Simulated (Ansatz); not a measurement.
Relaxation of Zn2Se2⁻ with UKS PBE-D4/def2-SVPD.

```sh
$ ansatz run in.yaml --threads 4 --pin off --events-out ev --progress --plain --max-ram 4787MiB
```

```yaml
crystal:
  periodic: [false, false, false]
  atoms:
    - {symbol: Zn, position_ang: [-0.171360, 1.619430, -0.046270]}
    - {symbol: Zn, position_ang: [0.108220, -1.021300, 0.029220]}
    - {symbol: Se, position_ang: [2.234380, -0.074340, 0.042590]}
    - {symbol: Se, position_ang: [-2.171240, -0.523800, -0.025540]}
basis:
  gaussian: {orbitals: def2-SVPD}
total_charge: -1
magnetization: {spin_polarized: true, initial_magnetization: 1}
hamiltonian: {xc: pbe, dispersion: d4}
scf: {lower_state_search: "off"}
output: {orbitals: {seedname: orbitals}}
relax: {f_tol: 0.02, max_steps: 100}
```

Run time 7.5 s (4 threads of Intel Xeon 6975P-C on a shared host).

Positions (Å) and forces (eV/Å) at steps 1, 2, 3, 4, 5, 6 of 6:

```xyz
4
step=1 energy=-227479.7518 eV
Zn   -0.171    1.619   -0.046    0.077   -0.800    0.023
Zn    0.108   -1.021    0.029   -0.064    0.257   -0.008
Se    2.234   -0.074    0.043   -0.804    0.193   -0.020
Se   -2.171   -0.524   -0.026    0.791    0.350    0.005
4
step=2 energy=-227479.9785 eV
Zn   -0.157    1.486   -0.042    0.035   -0.272    0.008
Zn    0.112   -1.080    0.031    0.009   -0.170    0.005
Se    2.129    0.013    0.038   -0.285    0.198   -0.010
Se   -2.085   -0.418   -0.027    0.241    0.243   -0.002
4
step=3 energy=-227480.0703 eV
Zn   -0.135    1.361   -0.039   -0.068    0.258   -0.008
Zn    0.123   -1.205    0.034    0.034   -0.469    0.013
Se    2.015    0.132    0.033    0.128    0.106   -0.001
Se   -2.003   -0.287   -0.029   -0.094    0.105   -0.005
4
step=4 energy=-227480.0992 eV
Zn   -0.142    1.369   -0.039    0.020   -0.029    0.001
Zn    0.132   -1.297    0.037    0.034   -0.114    0.004
Se    1.981    0.168    0.032    0.076    0.081   -0.001
Se   -1.971   -0.240   -0.029   -0.131    0.062   -0.004
4
step=5 energy=-227480.1006 eV
Zn   -0.135    1.324   -0.038   -0.023   -0.038    0.001
Zn    0.139   -1.333    0.038   -0.040    0.043   -0.002
Se    1.998    0.211    0.031   -0.176   -0.020   -0.003
Se   -2.002   -0.202   -0.031    0.239    0.016    0.004
4
step=6 energy=-227480.1048 eV
Zn   -0.137    1.337   -0.038    0.001   -0.005    0.000
Zn    0.137   -1.337    0.038    0.004    0.005    0.000
Se    1.978    0.204    0.031    0.011    0.000    0.000
Se   -1.978   -0.204   -0.030   -0.016    0.000    0.000
```

The highest occupied level of the charge -1 doublet lies above zero (up to 0.07 eV). By energy differences its removal costs 1.99 eV (vertical, to the charge 0 singlet, at PBE0-D4/def2-TZVPD). The relaxation made no stability test and no search for a lower SCF solution. The structure comes from a short search, and lower isomers may exist.
